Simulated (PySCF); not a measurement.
# Orbital picture of MgTe⁺

PBE at R = 2.588 Å; PySCF, scalar-relativistic core potentials, basis sets Mg cc-pVDZ, Te cc-pVDZ-PP with ECP28. State: ²Π (doublet), unpaired electrons π ↑. Only the outer orbitals are listed, counted within each symmetry, core potentials removing the inner ones.

```
spin  orbital  occ.  ε (eV)  on Mg (%)            main shells (%)
   α       7σ     1  -20.32          5                    94 Te s
   α       8σ     1  -12.43         41           55 Te p, 37 Mg s
   α       4π     1  -11.37          6                    94 Te p
   α       4π     1  -10.42          8                    92 Te p
   α       9σ     0   -9.40         79  55 Mg s, 23 Mg p, 21 Te p
   α       5π     0   -6.47         94                    94 Mg p
   α       5π     0   -6.27         93                    92 Mg p
   β       7σ     1  -19.64          6                    93 Te s
   β       8σ     1  -12.17         47           49 Te p, 44 Mg s
   β       4π     1  -10.12         10            90 Te p, 8 Mg p
   β       4π     0  -10.06         10            90 Te p, 8 Mg p
   β       9σ     0   -9.37         75  47 Mg s, 27 Mg p, 25 Te p
   β       5π     0   -6.34         91                    91 Mg p
```

Q: Which are the highest filled and the lowest empty level, where do they sit, and how wide is the gap?

A: Highest filled β 4π at -10.12 eV (in %: 90 Te p, 8 Mg p); lowest empty β 4π at -10.06 eV (in %: 90 Te p, 8 Mg p); the gap at PBE is 0.06 eV. Both belong to one degenerate shell, split only by its one-sided filling, so this is no excitation gap.

| Item | Value |
| --- | --- |
| bond order (Mayer) | 1.47 |
| ⟨S²⟩ | 0.757 |
| charge on Mg (Mulliken, basis-dependent) | 0.76 |
| charge on Mg (Löwdin, basis-dependent) | 0.81 |
| dipole moment (positive dipole points towards Te; it is taken about the centre of mass and depends on that origin) | -10.13 D |
| polarisability along the bond | 100.2 bohr³ |
| polarisability across the bond | 43.5 bohr³ |

Spin–orbit coupling is left out. The state was picked by a PBE0 search and need not be the measured ground state.
